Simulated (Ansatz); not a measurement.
Cost and result up the ladder for ScCl₃ (4 atoms). The state is a singlet with charge 0. Geometry: B3LYP-D4/def2-SVP.

```xyz
4

Sc    0.001    0.003    0.005
Cl   -2.083   -0.398    0.815
Cl    0.403    1.871   -1.222
Cl    1.678   -1.476    0.403
```

Ansatz on 2 threads of Intel Xeon 6975P-C on a shared host. Times are rough, and most runs start from the orbitals of an earlier one. CAM-B3LYP-D4/def2-TZVP serves as the yardstick here, not as an exact answer. Differences are given only for rows in sets of like size (and for xTB, whose basis is part of the method), since another set adds its own error. Binding counts from free atoms at the same level (Sc doublet, Cl doublet; other spins of the atoms weren't run), without zero-point energy or a counterpoise term.

LC-ωPBE has ω = 0.4 bohr⁻¹. B3LYP takes the VWN-RPA correlation. HSE06 is defined as in plane-wave codes, on full-range PBE exchange. Correlated methods freeze 20 core orbitals; core or outer-core shells of Sc are correlated, in sets that lack core-valence functions.

Correlated methods converge slowly with the basis.

```
                 level  functions  wall time  binding energy per atom (eV)  difference from CAM-B3LYP-D4/def2-TZVP (eV)
       PBE-D4/def2-SVP         85     0.75 s                          3.92                                            –
      PBE0-D4/def2-SVP         85      1.1 s                          3.77                                            –
         MP2/def2-TZVP        156      1.6 s                          3.81                                         0.15
     LC-ωPBE/def2-TZVP        156      1.7 s                          3.68                                         0.02
     PBE0-D4/def2-TZVP        156      1.9 s                          3.75                                         0.09
    B3LYP-D4/def2-TZVP        156        2 s                          3.67                                         0.01
    HSE06-D4/def2-TZVP        156      2.1 s                          3.75                                         0.09
CAM-B3LYP-D4/def2-TZVP        156      2.4 s                          3.66                                         0.00
    PBE0-D4/def2-TZVPD        186      2.9 s                          3.75                                         0.09
      B97M-V/def2-TZVP        156      4.1 s                          3.87                                         0.21
    CCSD(T)/def2-TZVPP        190       25 s                          3.68                                         0.02
```
